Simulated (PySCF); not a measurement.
H₄SSiSn, SMILES [Sn]([SiH3])[SH] (connectivity only; charge and spin as stated), neutral, multiplicity 1.

Geometry: B3LYP-D3(BJ)/def2-SVP. The def2 effective core potentials stand for the cores of Sn; spin–orbit coupling is left out. The values are those of a single conformer.

All values below come from B3LYP-D3(BJ)/def2-SVP run with PySCF 2.14.0.

Frequencies are harmonic and unscaled.

```
mode  ν (cm⁻¹)  IR (km/mol)  Raman (Å⁴/amu)  depolarisation  moving atoms (share of kinetic energy)
----  --------  -----------  --------------  --------------  --------------------------------------
1           11          0.0             0.5            0.75                                  H 97 %
2           96          1.1             3.8            0.72        S 43 %, Si 31 %, Sn 14 %, H 13 %
3          263          9.7            30.8            0.30                 Si 71 %, Sn 20 %, H 9 %
4          321          0.1            19.5            0.75                                  H 96 %
5          334         29.2            20.6            0.32                         S 77 %, Sn 21 %
6          433         10.6             9.1            0.53                         H 88 %, Si 11 %
7          446         27.8             0.6            0.75                                  H 92 %
8          677          9.6            22.3            0.54                                  H 95 %
9          854        352.9             2.7            0.75                          H 91 %, Si 9 %
10         941         32.7            29.1            0.75                                  H 97 %
11         941         34.8            32.7            0.75                                  H 97 %
12        2170        108.8           276.5            0.04                                  H 99 %
13        2180        113.3           160.1            0.75                                  H 96 %
14        2197         82.7           117.9            0.59                                  H 96 %
15        2651          1.2           203.7            0.32                                  H 97 %
```
